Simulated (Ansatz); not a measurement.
Ansatz (a program for electronic structure) input (PBE0/6-31G**): A basis named .json is the Basis Set Exchange file of that set (core-valence sets with the plain set on hydrogen).

Ansatz 0.2 input:
```yaml
crystal:
  periodic: [false, false, false]
  atoms:
    - {symbol: Si, position_ang: [-0.24675166, -0.31480560, 0.45207189]}
    - {symbol: H, position_ang: [-0.98134586, -1.21116338, -0.55911929]}
    - {symbol: F, position_ang: [0.49287435, 0.62427130, -0.64109857]}
basis:
  gaussian:
    orbitals: 6-31G__.json
hamiltonian:
  xc: {name: PBE0}
output: {forces: true}
magnetization: {spin_polarized: false}
```

Output:

```
Functional definition: PBE0
integrals: 0.01 GiB planned
345 factors; integrals over basis functions are off by at most 7.6e-4 eV
mean field: 0.08 GiB planned
mean field evaluation 1: about -10602.5313 eV, gradient 2.9e1 eV
mean field evaluation 2: about -10599.6888 eV, gradient 5.2e1 eV
mean field evaluation 4: about -10603.8350 eV, gradient 4.6e-1 eV
mean field evaluation 8: about -10603.8363 eV, gradient 1.1e-2 eV
mean field -10603.83625339 eV, -389.6837947738 hartree, gradient 4.7e-5 eV, S^2 0.000000; 0 other end points of the search recorded, 0 dependent functions left out
the calculation of the forces begins
reference -10603.83627193 eV, -389.6837954550 hartree; 12, 12 occupied and 27, 27 virtual orbitals, 345 factors
Total energy: -10603.83627193 eV, -389.6837954550 hartree
Atom 0 at    -0.246752    -0.314806     0.452072 Å, force     0.039914     0.049663    -0.000491 eV/Å
Atom 1 at    -0.981346    -1.211163    -0.559119 Å, force    -0.071270    -0.088225    -0.025387 eV/Å
Atom 2 at     0.492874     0.624271    -0.641099 Å, force     0.031357     0.038561     0.025878 eV/Å
Dipole moment:    -0.106115    -0.133286     0.073425 e Å
```
